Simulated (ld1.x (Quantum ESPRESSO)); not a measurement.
**u(r) = r·R(r): atom against pseudo-atom (B (Z = 5))**

Columns: radius, all-electron u(r) and pseudo u(r) of the 2s shell (level -9.92 eV) of boron in the configuration [He] 2s1 2p2; PBE, scalar-relativistic, TM scheme, ld1.x (Quantum ESPRESSO) 7.5.

| r (bohr) | all-electron | pseudo |
| --- | --- | --- |
| 0.180 | 0.3079 | -0.0753 |
| 0.360 | 0.1426 | -0.1606 |
| 0.540 | -0.1153 | -0.2651 |
| 0.720 | -0.3472 | -0.3916 |
| 0.900 | -0.5225 | -0.5263 |
| 1.080 | -0.6410 | -0.6397 |
| 1.260 | -0.7091 | -0.7091 |
| 1.440 | -0.7369 | -0.7369 |
| 1.620 | -0.7346 | -0.7346 |
| 1.800 | -0.7111 | -0.7111 |
| 1.980 | -0.6737 | -0.6737 |
| 2.160 | -0.6280 | -0.6280 |
| 2.340 | -0.5780 | -0.5780 |
| 2.520 | -0.5267 | -0.5267 |
| 2.700 | -0.4761 | -0.4761 |
| 2.880 | -0.4275 | -0.4275 |
| 3.060 | -0.3817 | -0.3817 |
| 3.240 | -0.3394 | -0.3394 |
| 3.420 | -0.3006 | -0.3006 |
| 3.600 | -0.2654 | -0.2654 |
| 3.780 | -0.2337 | -0.2337 |
| 3.960 | -0.2053 | -0.2053 |
| 4.140 | -0.1801 | -0.1801 |
| 4.320 | -0.1576 | -0.1576 |
| 4.500 | -0.1378 | -0.1378 |
| 4.680 | -0.1203 | -0.1203 |

Problem. How many radial nodes do the two functions have?

Solution. The all-electron 2s function has n − l − 1 = 1; the pseudo-wave has 0, since the states of the same l below it are removed with the core.

Problem. At about which radius was the pseudo-wave matched?

Solution. 1.40 bohr, where the columns begin to agree (steps of 0.18 bohr).

Problem. Is the pseudo-wave norm-conserving?

Solution. Yes: the TM scheme keeps the norm inside the radius equal to the all-electron one, which fixes the energy derivative of the logarithmic derivative at the level.
